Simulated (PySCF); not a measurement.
# Stretching one bond of BH4Si cation

Calculated results; nothing here was measured. The program is PySCF 2.14.0, an open-source quantum chemistry code, run on an isolated molecule that a program drew, which may never have been made. The molecule is BH4Si cation (charge +1, singlet), drawn as the SMILES string `B[SiH2+]`.

The structure below is the HF double-zeta minimum with every atom moved a little at random, so it isn't optimised. Bond B1-H4 is then set to each length in the table by shifting atom 4 along it, with nothing else relaxed.
```xyz
6
BH4Si cation, angstrom
B    -1.5739   -2.0804   -1.7245
Si   -1.7710   -0.1349   -1.1235
H    -2.6020   -2.6113   -2.0690
H    -0.5738   -2.6116   -1.6746
H    -2.0386    0.2017    0.2495
H    -1.6538    0.9025   -1.9536
```

E is the energy above the same method's energy at the HF double-zeta minimum. IE is the energy to remove one electron at fixed geometry, to the doublet state of charge +2, as a difference of total energies. The basis family is cc-pV(n+d)Z, with UHF for radicals and no spin-orbit coupling. Best is HF at quadruple zeta, plus MP2 correlation extrapolated from triple and quadruple zeta, plus CCSD(T) minus MP2 at triple zeta, with a frozen core. The other columns are at triple zeta.

| bond (Å) | E HF (kcal/mol) | E wB97X (kcal/mol) | E CCSD(T) (kcal/mol) | E best (kcal/mol) | IE HF (eV) | IE wB97X (eV) | IE CCSD(T) (eV) | IE best (eV) | T1 |
|---|---|---|---|---|---|---|---|---|---|
| 1.0935 | 7.68 | 8.55 | 8.51 | 8.44 | 17.069 | 17.849 | 17.940 | 18.040 | 0.011 |
| 1.1035 | 7.09 | 7.93 | 7.89 | 7.84 | 17.067 | 17.845 | 17.937 | 18.036 | 0.011 |
| 1.1335 | 5.82 | 6.56 | 6.54 | 6.51 | 17.060 | 17.833 | 17.926 | 18.025 | 0.011 |
| 1.3155 | ? | ? | ? | ? | ? | ? | ? | ? | ? |
| 1.5955 | 34.78 | 32.87 | 31.82 | 32.05 | 15.994 | 17.119 | 17.192 | 17.278 | 0.014 |

T1 is the CCSD diagnostic of the starting molecule.

**Estimate the best E and IE at 1.3155 Å from the other rows.**

A cubic in the inverse of the bond length through the other values of E best gives 9.40 kcal/mol there. A least-squares quadratic in the bond length through IE best gives 17.857 eV. The calculation gives 9.81 kcal/mol and 17.897 eV, so the fits miss by 0.41 kcal/mol and 0.040 eV. The same recipe one zeta lower moves these two values by 0.06 kcal/mol and 0.04 eV, a gauge of their own error. The rest of the row: E is 9.90 (HF), 9.78 (wB97X), 9.71 (CCSD(T)); IE is 16.959 (HF), 17.703 (wB97X), 17.802 (CCSD(T)); T1 is 0.012.
